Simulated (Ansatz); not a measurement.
`CSB(F)Cl` + CH₃OH → `COB(F)Cl` + CH₃SH at 600 K and 1 bar (ligand exchange at a B–S bond).

Computed with Ansatz on PBE0-D4/def2-TZVP structures; ΔE is electronic, products minus reactants. CBS: MP2 limit from def2 TZ/QZ plus the TZ coupled-cluster correction, frozen cores. This one scheme is used for every species. One conformer a species, not always the lowest.

| species | CCSD(T)/CBS energy (Eh) | H − E (kJ/mol) | S (J/(mol·K)) |
| --- | --- | --- | --- |
| `CSB(F)Cl` | -1022.12842 | 176.9 | 417.8 |
| CH₃OH | -115.61712 | 163.6 | 277.3 |
| `COB(F)Cl` | -699.54205 | 183.1 | 405.5 |
| CH₃SH | -438.22835 | 152.3 | 296.8 |

H − E and S are ideal-gas, rigid-rotor, harmonic terms from PBE0-D4/def2-TZVP, for one conformer and one mirror image of each species. 1 Eh = 2625.50 kJ/mol, R = 8.31446 J/(mol·K).

Task: By hand: ΔE, ΔH, ΔS and ΔG.

Result: ΔE = (-699.54205) + (-438.22835) − (-1022.12842) − (-115.61712) = -0.02486 Eh = -65.3 kJ/mol. Δ(H − E) = 183.1 + 152.3 − 176.9 − 163.6 = -5.1, so ΔH = -70.4 kJ/mol. ΔS = 405.5 + 296.8 − 417.8 − 277.3 = 7.2 J/(mol·K). ΔG = -70.4 − 600 × (7.2)/1000 = -74.7 kJ/mol.

Task: By hand: the equilibrium constant, and the temperature at which ΔG would vanish if ΔH and ΔS stayed fixed.

Result: log₁₀ K = −ΔG/(RT ln 10) = 6.5. ΔH and −TΔS have one sign here, so there is no such temperature.

The number of gas molecules stays the same, so ΔS is small and ΔH decides. A doubt of 5 kJ/mol in ΔE shifts log₁₀ K by 0.4 here. Other conformers and mirror images would add mixing entropy, several J/(mol·K) or more a flexible species. Modes under 60 cm⁻¹, often nearly free rotors, make the harmonic entropy too high. These are equilibria of isolated gas molecules and say nothing of rates. Largest T1 diagnostic: 0.012 (customary marks: 0.02 for closed shells, 0.045 for open ones).

ΔS is within the doubt of such terms, so its sign, and with it that verdict, could turn.
